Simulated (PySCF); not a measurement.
# Te: ionisation energy

Te [Kr] 4d10 5s2 5p4 (3P) → Te⁺ [Kr] 4d10 5s2 5p3 (4S), as a difference of total energies. Calculation: PySCF 2.14, in def2-SVP with the def2 core potential (28 electrons); scalar relativity through the core potential. Correlated levels: valence: 4s2 4p6 4d10 frozen. The calculations carry no spin-orbit coupling.

```tsv
method	ionisation energy (eV)
UHF	7.691
M06-L	8.657
PBE0	8.682
MP2 (valence)	8.062
SCS-MP2 (valence)	8.075
CCSD (valence)	8.092
CCSD(T) (valence)	8.098
```

Q: How much does correlation contribute at CCSD(T) (valence)?

A: 8.098 − (7.691) = 0.407 eV, measured against UHF.

Errors of the correlated levels include the incompleteness of this basis and the frozen core.

For comparison: 8.749 eV (measured; NIST levels, between the centres of gravity of the two terms).
